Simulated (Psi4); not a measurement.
H₃AsF₂Si (SMILES F[SiH](F)[AsH2]), singlet, geometry from GFN2-xTB; B3LYP/pcseg-1 in Psi4.

The Psi4 input:
```
memory 2 GB

molecule {
0 1
Si   -0.93074565   -0.04793915    0.50390930
F    -1.61273760    1.33183626    0.04454774
F    -1.73182099   -1.10231024   -0.40519859
As    1.25044339   -0.02157782   -0.21732479
H    -1.43118968   -0.27178196    1.84801277
H     1.60335047   -1.24623141    0.57989436
H     1.69467352    0.83549518    0.93493869
}

set {
  basis pcseg-1
}

energy('b3lyp')
print_variables()
```

**Question.** Write the output that Psi4 gives for this input, abridged.

**Answer.** 
```
   => Loading Basis Set <=

    Name: PCSEG-1
    Role: ORBITAL
    Keyword: BASIS

         ---------------------------------------------------------
                                   SCF
               by Justin Turney, Rob Parrish, Andy Simmonett
                          and Daniel G. A. Smith
                              RKS Reference
         ---------------------------------------------------------

  ==> Geometry <==

    Molecular point group: c1
    Full point group: C1

    Geometry (in Angstrom), charge = 0, multiplicity = 1:

       Center              X                  Y                   Z               Mass
    ------------   -----------------  -----------------  -----------------  -----------------
         SI          -0.972338407688    -0.052906771850     0.543147511362    27.976926534650
         F           -1.654330357688     1.326868638150     0.083785951362    18.998403162730
         F           -1.773413747688    -1.107277861850    -0.365960378638    18.998403162730
         AS           1.208850632312    -0.026545441850    -0.178086578638    74.921594570000
         H           -1.472782437688    -0.276749581850     1.887250981362     1.007825032230
         H            1.561757712312    -1.251199031850     0.619132571362     1.007825032230
         H            1.653080762312     0.830527558150     0.974176901362     1.007825032230

  Running in c1 symmetry.

  Rotational constants: A =      0.22375  B =      0.06199  C =      0.05305 [cm^-1]
  Rotational constants: A =   6707.88346  B =   1858.35569  C =   1590.28965 [MHz]
  Nuclear repulsion =  353.946437112742103

  Charge       = 0
  Multiplicity = 1
  Electrons    = 68
  Nalpha       = 34
  Nbeta        = 34

  ==> Algorithm <==

  SCF Algorithm Type is DF.
  DIIS enabled.
  MOM disabled.
  Fractional occupation disabled.
  Guess Type is SAD.
  Energy threshold   = 1.00e-06
  Density threshold  = 1.00e-06
  Integral threshold = 1.00e-12

  ==> Primary Basis <==

  Basis Set: PCSEG-1
    Blend: PCSEG-1
    Number of shells: 40
    Number of basis functions: 88
    Number of Cartesian functions: 93
    Spherical Harmonics?: true
    Max angular momentum: 2

  ==> DFT Potential <==

   => LibXC <=

    Version 7.1.2
    S. Lehtola, C. Steigemann, M. J. T. Oliveira, and M. A. L. Marques,  SoftwareX 7, 1–5 (2018) (10.1016/j.softx.2017.11.002)

   => Composite Functional: B3LYP <=

    B3LYP Hyb-GGA Exchange-Correlation Functional

[...]
   @DF-RKS iter   4: -2726.73688369163347   -1.73366e-02   9.04841e-04 ADIIS/DIIS
   @DF-RKS iter   5: -2726.73892401931789   -2.04033e-03   2.22583e-04 ADIIS/DIIS
   @DF-RKS iter   6: -2726.73922353630314   -2.99517e-04   2.65694e-05 DIIS
   @DF-RKS iter   7: -2726.73922739068803   -3.85438e-06   4.77298e-06 DIIS
   @DF-RKS iter   8: -2726.73922751938971   -1.28702e-07   1.48970e-06 DIIS
   @DF-RKS iter   9: -2726.73922753498073   -1.55910e-08   1.46107e-07 DIIS
  Energy and wave function converged.

  ==> Post-Iterations <==

   Electrons on quadrature grid:
      Ntotal   =   68.0000473069 ; deviation = 4.731e-05

    Orbital Energies [Eh]
    ---------------------

    Doubly Occupied:

[...]
      34A     -0.297019

    Virtual:

[...]
    Final Occupation by Irrep:
              A
    DOCC [    34 ]
    NA   [    34 ]
    NB   [    34 ]

  @DF-RKS Final Energy: -2726.73922753498073

   => Energetics <=

    Nuclear Repulsion Energy =            353.9464371127421032
    One-Electron Energy =               -4501.8742641700182503
    Two-Electron Energy =                1522.8129599746255280
    DFT Exchange-Correlation Energy =    -101.6243604523305208
    Empirical Dispersion Energy =           0.0000000000000000
    VV10 Nonlocal Energy =                  0.0000000000000000
    Total Energy =                      -2726.7392275349811825

Computation Completed

Properties will be evaluated at   0.000000,   0.000000,   0.000000 [a0]

Properties computed using the SCF density matrix

 Multipole Moments:

 ------------------------------------------------------------------------------------
     Multipole            Electronic (a.u.)      Nuclear  (a.u.)        Total (a.u.)
 ------------------------------------------------------------------------------------

 L = 1.  Multiply by 2.5417464519 to convert [e a0] to [Debye]
 Dipole X            :          6.2156757           -5.3447271            0.8709486
 Dipole Y            :          0.4731764           -0.6383466           -0.1651702
 Dipole Z            :         -4.3665377            5.0421647            0.6756270
 Magnitude           :                                                    1.1145871

 ------------------------------------------------------------------------------------

  Variable Map:
  ----------------------------------------------------------------------------
[...]
  Array Variable Map:
  ----------------------------------------------------------------------------
[...]
[...]
```
